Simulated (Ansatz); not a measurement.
Cost and result for the atomization energy of BHOZn (4 atoms, 2 bonds).

```xyz
4

B     0.852    0.140   -0.183
O     0.566    0.667   -1.221
Zn   -2.580   -0.435    0.579
H     1.162   -0.372    0.826
```

Charge 0, multiplicity 1. For Zn the d shell is correlated and the shells below it are frozen. Scalar relativity is left out up to krypton. The bonds changed during the relaxation, so this is another structure than the one it started from. The geometry is a stationary point of PBE0-D4/def2-TZVP. Program: Ansatz. All runs use 2 threads of an Arm Neoverse V1 on a shared host. Times are those of one run each, without the atoms' runs, and a repeat can differ threefold. Electronic energies, without spin–orbit coupling; frozen cores. CCSD(T)/CBS adds CCSD(T) − MP2 in def2-TZVPP to the MP2 limit, and its time is that of the two runs behind it. T1 = 0.018. With those shells the extrapolation isn't a true limit. B3LYP takes the VWN-RPA correlation (the form of Gaussian; ORCA's B3LYP/G). HSE06 is the plane-wave form, built on full-range PBE exchange.

CCSD(T)/CBS is a level of theory with its own doubt, some kJ/mol a heavy atom from the limit and from the frozen cores, so smaller differences don't rank the functionals.

```csv
level,functions,wall time
LDA (SPW92)/def2-TZVPP,140,0.7 s
CCSD(T)/def2-SVP,64,0.81 s
PBE-D4/def2-TZVPP (with forces),140,1.4 s
PBE0-D4/def2-TZVPP,140,1.5 s
BHLYP-D4/def2-TZVPP,140,1.7 s
HSE06-D4/def2-TZVPP,140,1.9 s
CAM-B3LYP-D4/def2-TZVPP,140,1.9 s
B3LYP-D4/def2-TZVPP (with forces),140,2.2 s
B2PLYP/def2-TZVPP,140,2.7 s
PBE-QIDH/def2-TZVPP,140,2.9 s
CCSD(T)/def2-TZVPP,140,6.5 s
MP2/def2-QZVPP,244,6.5 s
CCSD(T)/CBS(def2),–,13 s
```

What atomization energy does each give, and how far from CCSD(T)/CBS? (Estimate.)

Ansatz gave: 
```csv
level,atomization (kJ/mol),difference from CCSD(T)/CBS,per bond
LDA (SPW92)/def2-TZVPP,1495.8,196.9,98.5
CCSD(T)/def2-SVP,1253.5,-45.4,-22.7
PBE-D4/def2-TZVPP (with forces),1345.8,46.9,23.5
PBE0-D4/def2-TZVPP,1295.6,-3.3,-1.6
BHLYP-D4/def2-TZVPP,1245.5,-53.4,-26.7
HSE06-D4/def2-TZVPP,1297.1,-1.8,-0.9
CAM-B3LYP-D4/def2-TZVPP,1313.6,14.7,7.3
B3LYP-D4/def2-TZVPP (with forces),1310.4,11.5,5.8
B2PLYP/def2-TZVPP,1303.4,4.5,2.3
PBE-QIDH/def2-TZVPP,1285.8,-13.1,-6.5
CCSD(T)/def2-TZVPP,1263.6,-35.3,-17.7
MP2/def2-QZVPP,1347.1,48.2,24.1
CCSD(T)/CBS(def2),1298.9,0.0,0.0
```

At CCSD(T), def2-SVP lies −45.4 kJ/mol from the extrapolated value and def2-TZVPP −35.3 kJ/mol: correlation converges slowly with the basis, and small sets miss more of it in the bonded molecule than in its fragments. In def2-TZVPP, CCSD(T) changes the Hartree–Fock value by +322.7 kJ/mol (the triples alone add +27.9 kJ/mol) and MP2 by +384.9 kJ/mol; breaking electron pairs costs correlation energy, which Hartree–Fock lacks. From PBE to PBE0 (25 % exact exchange), in def2-TZVPP and without D4, the atomization energy moves by −49.4 kJ/mol: exact exchange takes away binding that semilocal exchange gives to molecules.
